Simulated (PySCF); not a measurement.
C₂H₅OSi (doublet state).
Z-matrix (Å and degrees, GFN2-xTB geometry), rows numbered from 1:
```
C 
Si  1  1.8860
C   2  1.8446  1  121.43
O   3  1.2334  2  123.17  1    -0.12
H   1  1.0883  2  111.75  3  -119.33
H   1  1.0879  2  109.53  3     0.26
H   1  1.0883  2  111.79  3   119.94
H   2  1.4550  1  118.89  3   179.94
H   3  1.1067  2  117.33  1   179.90
```

The hyperfine couplings belong to this conformer and change with its torsions.

Identity: `O=C[SiH]C` [radical].

The calculation used UKS B3LYP, pcH-1 on C H O Si, non-relativistic, mean-field spin-orbit, GIAO in PySCF 2.14.0. Geometry: GFN2-xTB, one conformer, isolated molecule. The geometry wasn't refined by DFT: couplings that depend on bond lengths, twists or pyramidal angles can differ widely from those at the functional's own minimum, by a factor of two or more for some ions and for spin on atoms past the first row. No stability test was run, so a lower SCF solution isn't excluded.

(1) Match the computed a_iso(13C) values -29.8, -10.6 MHz with the sites C1; C3.

(2) The isotropic 1H couplings, averaged over equivalent nuclei, are -39.7, +27.5, -9.6 MHz. Assign them to H5/H6/H7; H8; H9.

Results:

(1) 
```json
{"site": "C1", "a_iso (MHz)": "-10.6", "ρ(0) (bohr⁻³)": "-0.0095", "position": "1 bond from Si2", "distance from Si2 (Å)": "1.89", "spin population": "-0.05", "largest |T| (MHz)": "2.6"}
{"site": "C3", "a_iso (MHz)": "-29.8", "ρ(0) (bohr⁻³)": "-0.0264", "position": "1 bond from Si2", "distance from Si2 (Å)": "1.84", "spin population": "-0.04", "largest |T| (MHz)": "4.8"}
```

(2) 
```tsv
site	a_iso (MHz)	ρ(0) (bohr⁻³)	position	distance from Si2 (Å)	bound to	spin population there	largest |T| (MHz)
H5/H6/H7	+27.5	+0.0061	2 bonds from Si2	2.49	C1	-0.05	4.2
H8	-39.7	-0.0089	1 bond from Si2	1.46	Si2	+0.87	10.9
H9	-9.6	-0.0021	2 bonds from Si2	2.55	C3	-0.04	4.3
```

ρ(0) is the spin density at the nucleus and T the dipolar tensor; a_iso includes a spin–orbit part; entries for several nuclei are means. Largest spin populations (Mulliken): Si2 (+0.87) and O4 (+0.24). The angles at Si2 add up to 360.0°, so it is planar; its axial dipolar tensor and the negative coupling of its proton fit spin in a p orbital normal to that plane.

β density exceeds α density at some nuclei, such as C3 (-0.0264), C1 (-0.0095) and H8 (-0.0089), spin density in bohr⁻³. In a single determinant that takes different orbitals for the two spins, that is spin polarisation.

Nuclei that the bonding pattern makes equivalent are averaged, as if the motion that swaps them (rotation, inversion, ring flip) were fast. The three 1H nuclei of mean +27.5 MHz run from 0.8 to 41.0 MHz in the frozen geometry.
